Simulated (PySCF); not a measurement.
# Bonding in `CC#C[Si@H](O)N1CCCC1`

Species: C₇H₁₃NOSi.
SMILES with atom numbers: `[CH3:1][C:2]#[C:3][Si@H:4]([OH:5])[N:6]1[CH2:7][CH2:8][CH2:9][CH2:10]1` (hydrogens: H11, H12, H13 on C1; H14 on Si4; H15 on O5; H16, H17 on C7; H18, H19 on C8; H20, H21 on C9; H22, H23 on C10)

Cartesian coordinates in Å at the GFN2-xTB level; atoms count from 1:
```
atom  x, y, z in Å
C1     4.2119   -0.5712   -1.3840
C2     3.0535   -0.2782   -0.5676
C3     2.0876   -0.0472    0.1130
Si4    0.6339    0.3527    1.1843
O5     0.7375   -0.2626    2.6890
N6    -0.6923   -0.3957    0.3750
C7    -0.9741   -0.1436   -1.0191
C8    -2.1405    0.8605   -1.0229
C9    -2.8312    0.6313    0.3335
C10   -1.9979   -0.4834    0.9898
H11    4.3557    0.2144   -2.1257
H12    4.0759   -1.5227   -1.8982
H13    5.1017   -0.6320   -0.7573
H14    0.5719    1.7805    1.4996
H15    0.7846   -1.2057    2.8191
H16   -0.0890    0.2243   -1.5340
H17   -1.2912   -1.0829   -1.4915
H18   -1.7575    1.8780   -1.0948
H19   -2.8123    0.6878   -1.8620
H20   -3.8736    0.3369    0.2225
H21   -2.7930    1.5332    0.9432
H22   -2.4346   -1.4631    0.7531
H23   -1.9319   -0.3842    2.0716
```

Bond orders from the PBE0/pcSseg-1 density (PySCF). Geometry: GFN2-xTB, one conformer, isolated molecule.

(1) How far do the computed orders between heavy atoms stray from the drawn ones?

(2) Set the Mayer orders of the bonds between heavy atoms beside their lengths.

Results:

(1) The largest departure is 0.444, at C2–C3 (drawn triple, 2.556). Drawn single, order above 1.12: C1–C2 (1.175). Drawn double or triple, more than 0.30 short of the drawn order: C2–C3 (2.556).

(2) 
```csv
bond,drawn as,length (Å),Mayer order
C1–C2,single,1.447,1.175
C2–C3,triple,1.204,2.556
C3–Si4,single,1.850,0.921
Si4–O5,single,1.629,1.049
Si4–N6,single,1.724,0.967
N6–C7,single,1.444,0.955
C7–C8,single,1.539,1.023
C8–C9,single,1.539,1.034
C9–C10,single,1.539,1.025
C10–N6,single,1.446,0.958
```

Bonds between the same two heavy elements. C–C: lowest C7–C8 and C9–C10 (1.023, 1.539 Å), highest C2–C3 (2.556, 1.204 Å). C–N: all 2 within 0.02 of one another (0.955 to 0.958). Bonds named together lie within 0.004.

And the bonds to hydrogen?

C–H: 0.92 to 0.96 (11 bonds); H–Si: 0.88 (1 bond); H–O: 0.94 (1 bond).

Sum the orders of all bonds at each heavy atom with more than one neighbour and set the sums beside the valence in the SMILES.

C1 3.945 (drawn 4), C2 3.731 (drawn 4), C3 3.477 (drawn 4), Si4 3.818 (drawn 4), O5 1.984 (drawn 2), N6 2.880 (drawn 3), C7 3.873 (drawn 4), C8 3.969 (drawn 4), C9 3.969 (drawn 4), C10 3.879 (drawn 4). Orders between atoms that aren't bonded are not in these sums.

For a closed shell the Mayer order of atoms A and B is Σ (PS)μν (PS)νμ over the basis functions μ on A and ν on B, with P the density and S the overlap matrix.
